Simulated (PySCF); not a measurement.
Below is a simulated gas-phase Si 2p photoelectron spectrum of `[AsH2][SiH2]P`.

Every computed line was given a Gaussian of 0.4 eV full width at half maximum and an area set by the number of equivalent atoms (split 2:1 within a doublet); the highest printed point is 100. The calculation used delta-SCF UKS SCAN, pcX-2 on the ionised atom, pcseg-1 elsewhere, spin-free X2C (PySCF 2.14.0).

```json
{"binding energy (eV)": "106.1", "intensity": "0"}
{"binding energy (eV)": "106.2", "intensity": "1"}
{"binding energy (eV)": "106.3", "intensity": "7"}
{"binding energy (eV)": "106.4", "intensity": "23"}
{"binding energy (eV)": "106.5", "intensity": "52"}
{"binding energy (eV)": "106.6", "intensity": "86"}
{"binding energy (eV)": "106.7", "intensity": "100"}
{"binding energy (eV)": "106.8", "intensity": "82"}
{"binding energy (eV)": "106.9", "intensity": "50"}
{"binding energy (eV)": "107.0", "intensity": "28"}
{"binding energy (eV)": "107.1", "intensity": "28"}
{"binding energy (eV)": "107.2", "intensity": "41"}
{"binding energy (eV)": "107.3", "intensity": "50"}
{"binding energy (eV)": "107.4", "intensity": "44"}
{"binding energy (eV)": "107.5", "intensity": "28"}
{"binding energy (eV)": "107.6", "intensity": "12"}
{"binding energy (eV)": "107.7", "intensity": "4"}
{"binding energy (eV)": "107.8", "intensity": "1"}
{"binding energy (eV)": "107.9", "intensity": "0"}
```

**Question.** Count the maxima, the lines and the sites behind this envelope.

**Answer.** The curve has 2 maxima (at 106.7 and 107.3 eV). Under it lie 2 lines from 1 inequivalent silicon site, drawn as a 2p3/2, 2p1/2 pair.

**Question.** Decompose the envelope and assign each component. Numbering: `[PH2:1][SiH2:2][AsH2:3]`.

**Answer.** 
```json
{"position (eV)": "106.69", "relative area": "0.67", "line": "Si 2p3/2", "atoms": "Si2", "environment": "SiH2 silicon"}
{"position (eV)": "107.32", "relative area": "0.33", "line": "Si 2p1/2", "atoms": "Si2", "environment": "SiH2 silicon"}
```

**Question.** What are the centre and the root-mean-square width of the whole band?

**Answer.** The area-weighted mean of the lines is 106.90 eV. Their own spread about it is 0.29 eV (rms) and each Gaussian has σ = 0.4/2.355 = 0.17 eV; the variances add, which gives 0.34 eV.

Shake-up satellites, vibrational structure and lifetime widths aren't simulated. The 2p values add to the ΔSCF energy of one spin-free hole a correction within the shell (spin–orbit coupling, ligand field). 2p1/2 minus 2p3/2 (ligand field included): Si 0.62 eV. One conformer (not necessarily the lowest) at the PBE0-D3(BJ)/def2-SVP geometry, without solvent, vibrations or thermal averaging.

On Arm Neoverse V2, one thread, no GPU (shared host), this took 13 s of wall time.

Conformer computed: `[PH2:1][SiH2:2][AsH2:3]`: H–P1–Si2–As3 -169°, H–P1–Si2–As3 -75°, H–As3–Si2–P1 167°, H–As3–Si2–P1 75°.
